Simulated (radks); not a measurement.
Cs2+, 53 electrons, occupied as [Kr] 4d10 5s2 5p4.5 5d0.5 (fractional occupations, a model configuration).

All-electron calculation, Dirac Kohn-Sham, LDA (Slater exchange, Perdew-Wang correlation), spin-unpolarised, spherical densities, finite nucleus; open shells fill j = l - 1/2 first; Fermi nuclear charge, rms radius 4.8041 fm. Program: a radial shooting solver on a logarithmic mesh with Libxc functionals.

Energy parts (hartree):
part                       energy
total                  -7782.5832
kinetic                 8285.2170
electron-nucleus      -18895.2651
Hartree                 3013.3867
exchange-correlation    -185.9218

Orbitals (lengths in bohr, moments of r in powers of bohr):
[
 {"orbital": "1s1/2", "occ.": "2", "eigenvalue (hartree)": "-1313.744", "<1/r>": "59.34"},
 {"orbital": "2s1/2", "occ.": "2", "eigenvalue (hartree)": "-206.6169", "<1/r>": "13.91"},
 {"orbital": "2p1/2", "occ.": "2", "eigenvalue (hartree)": "-194.5245", "<1/r>": "13.90"},
 {"orbital": "2p3/2", "occ.": "4", "eigenvalue (hartree)": "-181.5959", "<1/r>": "12.73"},
 {"orbital": "3s1/2", "occ.": "2", "eigenvalue (hartree)": "-43.47711", "<1/r>": "4.981"},
 {"orbital": "3p1/2", "occ.": "2", "eigenvalue (hartree)": "-38.41331", "<1/r>": "4.897"},
 {"orbital": "3p3/2", "occ.": "4", "eigenvalue (hartree)": "-35.93682", "<1/r>": "4.607"},
 {"orbital": "3d3/2", "occ.": "4", "eigenvalue (hartree)": "-27.00055", "<1/r>": "4.468"},
 {"orbital": "3d5/2", "occ.": "6", "eigenvalue (hartree)": "-26.47415", "<1/r>": "4.394"},
 {"orbital": "4s1/2", "occ.": "2", "eigenvalue (hartree)": "-8.74088", "<1/r>": "2.038"},
 {"orbital": "4p1/2", "occ.": "2", "eigenvalue (hartree)": "-6.92213", "<1/r>": "1.932"},
 {"orbital": "4p3/2", "occ.": "4", "eigenvalue (hartree)": "-6.41206", "<1/r>": "1.836"},
 {"orbital": "4d3/2", "occ.": "4", "eigenvalue (hartree)": "-3.44820", "<1/r>": "1.602"},
 {"orbital": "4d5/2", "occ.": "6", "eigenvalue (hartree)": "-3.36349", "<1/r>": "1.579"},
 {"orbital": "5s1/2", "occ.": "2", "eigenvalue (hartree)": "-1.61024", "<1/r>": "0.7805"},
 {"orbital": "5p1/2", "occ.": "2", "eigenvalue (hartree)": "-1.14309", "<1/r>": "0.6824"},
 {"orbital": "5p3/2", "occ.": "2.5", "eigenvalue (hartree)": "-1.07346", "<1/r>": "0.6512"},
 {"orbital": "5d3/2", "occ.": "0.5", "eigenvalue (hartree)": "-0.48242", "<1/r>": "0.4434"},
 {"orbital": "5d5/2", "occ.": "0", "eigenvalue (hartree)": "-0.47612", "<1/r>": "0.4379"}
]

The highest occupied level is 5d3/2 at -13.127 eV. The density falls to 0.001 e/bohr^3 at r = 3.95 bohr.
